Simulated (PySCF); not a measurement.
Compound: C5H2N3O (doublet state).
Atom-mapped SMILES: `[CH2:1][O:2][C:3]([C:4]#[N:5])([C:6]#[N:7])[C:8]#[N:9]` (hydrogens: H10, H11 on C1)

Geometry (GFN2-xTB, Å), atoms numbered from 1 in this order:
```xyz
11
C5H2N3O angstrom
C      1.884   -0.014   -0.162
O      0.749   -0.454   -0.754
C     -0.488   -0.110   -0.130
C     -0.608    1.319    0.186
N     -0.714    2.425    0.445
C     -0.673   -0.864    1.115
N     -0.751   -1.481    2.072
C     -1.591   -0.455   -1.032
N     -2.460   -0.711   -1.722
H      2.764   -0.545   -0.456
H      1.895    0.892    0.413
```

The hyperfine couplings belong to this conformer and change with its torsions.

Level of theory: UKS B3LYP, pcH-1 on C H N O, non-relativistic, mean-field spin-orbit, GIAO (PySCF). The structure is a single GFN2-xTB conformer in the gas phase; no vibrational or solvent corrections. The geometry wasn't refined by DFT: couplings that depend on bond lengths, twists or pyramidal angles can differ widely from those at the functional's own minimum. The SCF solution wasn't tested for stability.

Question: Match the computed a_iso(13C) values +92.6, +18.3, +5.0 MHz (means over equivalent nuclei) with the sites C1; C3; C4/C6/C8.

Answer: 
```
    site  a_iso (MHz)  ρ(0) (bohr⁻³)                 position  distance from C1 (Å)  spin population  largest |T| (MHz)
      C1        +92.6        +0.0824  largest spin population                  0.00            +0.99              162.8
      C3        +18.3        +0.0163          2 bonds from C1                  2.37             0.00                4.4
C4/C6/C8         +5.0        +0.0044          3 bonds from C1                  3.15            +0.01                1.5
```

Question: The isotropic 1H couplings are -67.2, -60.0 MHz. Assign them to H10; H11.

Answer: 
```
site  a_iso (MHz)  ρ(0) (bohr⁻³)           position  distance from C1 (Å)  bound to  spin population there  largest |T| (MHz)
 H10        -67.2        -0.0150  α, 1 bond from C1                  1.07        C1                  +0.99               39.3
 H11        -60.0        -0.0134  α, 1 bond from C1                  1.07        C1                  +0.99               38.9
```

ρ(0) is the spin density at the nucleus and T the dipolar tensor; entries for several nuclei are means. Largest spin populations (Mulliken): C1 (+0.99) and O2 (+0.08). No atom but C1 exceeds +0.15. The angles at C1 add up to 359.2°, so it is planar; its axial dipolar tensor and the negative couplings of its protons fit spin in a p orbital normal to that plane.

β density exceeds α density at some nuclei, such as H10 (-0.0150) and H11 (-0.0134), spin density in bohr⁻³. In a single determinant that takes different orbitals for the two spins, that is spin polarisation.

Class means assume fast exchange of nuclei equivalent by connectivity; if that motion is slow, each nucleus keeps its own coupling. H10 and H11 aren't averaged: C1 is flat or nearly so (angle sum 359°), and its turn about the short C1–O2 bond (1.35 Å) is taken as slow. The 13C value of +5.0 MHz is a mean of couplings from -2.7 to 9.6 MHz in this one geometry, not an average over conformers.
